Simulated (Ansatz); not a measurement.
Program: Ansatz. Geometries: PBE0-D4/def2-TZVP. ΔE: electronic, gas phase. CCSD(T)/CBS is the MP2 limit (def2-TZVPP, def2-QZVPP) plus CCSD(T) − MP2 in def2-TZVPP, frozen cores. This one scheme is used for every species. DFT in def2-TZVPP. Each species was taken in one conformer, which may not be the lowest.

Consider the hydrogenolysis of the Si–Si bond: `C[SiH]([SiH3])BO` + H₂ → `C[SiH2]BO` + SiH₄.

(1) Is it downhill or uphill in electronic energy at CCSD(T)/CBS, and by how much? (Estimate.)

(2) What do these levels give: r2SCAN0-D4, CAM-B3LYP-D4, ωB97M-V, PBE-QIDH, r2SCAN, r2SCAN0, BHLYP, LC-ωPBE, CCSD(T)/def2-SVP, HF/def2-TZVPP, HF/CBS(def2), MP2/CBS(def2)? (Estimate.)

Largest T1 diagnostic among the species: 0.014.

Results:

(1) The calculation gave: Downhill: ΔE = -3.3 kcal/mol.

(2) Ansatz gave: r2SCAN0-D4 -2.6, CAM-B3LYP-D4 -5.4, ωB97M-V -4.5, PBE-QIDH -3.4, r2SCAN -2.1, r2SCAN0 -3.3, BHLYP -8.1, LC-ωPBE -4.3, CCSD(T)/def2-SVP -6.3, HF/def2-TZVPP -11.9, HF/CBS(def2) -12.0, MP2/CBS(def2) -2.9 kcal/mol.

The D4 term adds +2.8 kcal/mol with B3LYP and +1.6 kcal/mol with PBE0; it sums over pairs of atoms, weighted by their polarisabilities, and B3LYP, whose exchange is more repulsive, gets the larger term. From BLYP to BHLYP (50 % exact exchange), in def2-TZVPP and without D4, ΔE moves by −2.5 kcal/mol. At CCSD(T), def2-SVP lies −3.0 kcal/mol from the extrapolated value and def2-TZVPP −0.8 kcal/mol.

B3LYP here is the variant with VWN-RPA as its local correlation; programs differ in this.
